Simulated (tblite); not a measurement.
Q: Give a GFN2-xTB geometry of `C1[C@@H](F)C[Si@@H]([C@H]1[SiH3])N[SiH3]`.

A: 
```
atom  x, y, z in Å
F1    -1.9990   -1.3918   -1.3930
C2    -1.6180   -1.6539   -0.0832
C3    -1.7909   -0.3867    0.7437
C4    -0.7372    0.6520    0.3216
Si5   -1.4086    1.8835   -0.9658
Si6    0.7348   -0.3946   -0.2844
N7     2.0996   -0.2928    0.7768
Si8    3.0759    1.1154    1.0374
C9    -0.1553   -2.0609   -0.0767
H10   -2.2895   -2.4561    0.2531
H11   -1.6543   -0.6649    1.7914
H12   -2.8089   -0.0091    0.6269
H13   -0.4490    1.2336    1.2006
H14   -1.7263    1.2358   -2.2338
H15   -2.6248    2.5004   -0.4169
H16   -0.3917    2.9214   -1.1677
H17    1.1121   -0.1463   -1.6829
H18    2.5415   -1.1678    1.0054
H19    3.9553    0.7693    2.1546
H20    3.8617    1.4526   -0.1539
H21    2.1667    2.2126    1.3565
H22    0.0307   -2.7779   -0.8716
H23    0.0709   -2.5467    0.8704
```

Orientation and origin are arbitrary. Atoms count from 1 in this order. Si5 (SiH3 silicon) is tetrahedral (angles from 107.8° to 112.2°). Si6 (SiH silicon) has angles from 94.9° to 114.1°. The 3 C–C bonds span 1.518 Å (C2–C9, drawn single) to 1.539 Å (C3–C4, drawn single), a spread of 0.021 Å. Si8 (SiH3 silicon) is distorted tetrahedral (angles from 105.1° to 112.6°).

Bonds between heavy atoms (Å): F1–C2 1.389, C2–C3 1.523, C3–C4 1.539, C4–Si5 1.904, C4–Si6 1.905, Si6–N7 1.732, N7–Si8 1.733, Si6–C9 1.901, C2–C9 1.518.

Structure optimised with GFN2-xTB, isolated species.

Point group: C1 (no symmetry element, even within 0.4 Å). Its GFN2-xTB frequencies are all real (lowest 30 cm⁻¹). One conformer, not necessarily the lowest (C4–Si6–N7–Si8 -68°, F1–C2–C3–C4 -70°, C2–C3–C4–Si5 96°, C3–C4–Si6–N7 -111°, C4–Si6–C9–C2 21°).

These are computed values.
